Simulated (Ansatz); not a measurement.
Consider the ligand exchange at the Al–O bond: `C[Si](F)(Cl)[O][AlH2]` + `C/N=C/[SeH]` → `C/N=C\[Se][AlH2]` + `C[Si](O)(F)Cl`.

Computed with Ansatz on PBE0-D4/def2-TZVP structures; ΔE is electronic, products minus reactants. CCSD(T)/CBS is the MP2 limit (def2-TZVPP, def2-QZVPP) plus CCSD(T) − MP2 in def2-TZVPP, frozen cores. Double bonds are as drawn, so ΔE can hold a change between cis and trans. Functionals use def2-TZVPP. B3LYP here is the variant with VWN-RPA as its local correlation; programs differ in this. For Se outer-core shells are correlated without core-valence functions, which leaves a few kJ/mol of doubt a bond. Scalar relativity is left out up to krypton. One conformer a species, not always the lowest.

CCSD(T)/CBS gives +41.6 kJ/mol.

(1) Another level gave +44.0 kJ/mol. Which?
A. MP2/def2-TZVPP
B. PBE0-D4/def2-TZVPP
C. B3LYP-D4/def2-TZVPP
D. r2SCAN/def2-TZVPP

Largest T1 diagnostic among the species: 0.013.

## Answers

(1) A. MP2/def2-TZVPP 44.0, B3LYP-D4 48.0, r2SCAN 39.7, PBE0-D4 33.6 kJ/mol.

From PBE to PBE0 (25 % exact exchange), in def2-TZVPP and without D4, ΔE moves by +4.6 kJ/mol. In def2-TZVPP, CCSD(T) changes the Hartree–Fock value by −20.8 kJ/mol (the triples alone add −5.5 kJ/mol) and MP2 by −23.3 kJ/mol.
